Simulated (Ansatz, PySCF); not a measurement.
Process, species as SMILES: [CH3][Ge]([CH3])([CH3])[NH2] [[amino(dimethyl)germyl]methane] → [CH3] (CH3) + [CH3][Ge]([CH3])[NH2] (the C-Ge bond at the site shown breaks; other sites are not compared here)
Structures are relaxed separately at B3LYP-D3(BJ)/def2-TZVP in Ansatz (a program for electronic structure), one conformer each, not searched for the lowest. Frequencies are from Ansatz or PySCF.

Wanted: bond dissociation energy (enthalpy at 298 K, with B3LYP-D3(BJ) rigid-rotor harmonic-oscillator terms), in eV. Correlated levels leave the core frozen unless marked. Open shells are spin-unrestricted. No spin-orbit coupling. Frozen are the shells of the preceding noble gas and the d and f shells that filled before the atom's block. No relativistic terms. CBS(X,Y): correlation extrapolated as X^-3; Hartree-Fock from the larger set. The bracket is a focal-point correction in the basis named.

| level | program | bond dissociation energy (eV) | minus last row |
|---|---|---|---|
| r2SCANh-D4/def2-TZVPD | Ansatz + dftd4 | 3.14 | -0.34 |
| r2SCAN0-D4/def2-TZVPD | Ansatz + dftd4 | 3.17 | -0.31 |
| MP2/cc-pVTZ | Ansatz | 3.54 | 0.06 |
| CCSD/STO-3G | Ansatz | 4.39 | 0.91 |
| CCSD(T)/6-31G* | Ansatz | 3.24 | -0.24 |
| RI-MP2/CBS(cc-pVTZ,cc-pVQZ)+[CCSD(T)-MP2]/cc-pVQZ | Ansatz | 3.48 | 0.00 |
| CCSD(T)/CBS(cc-pVTZ,cc-pVQZ) | Ansatz | 3.48 | 0.00 |
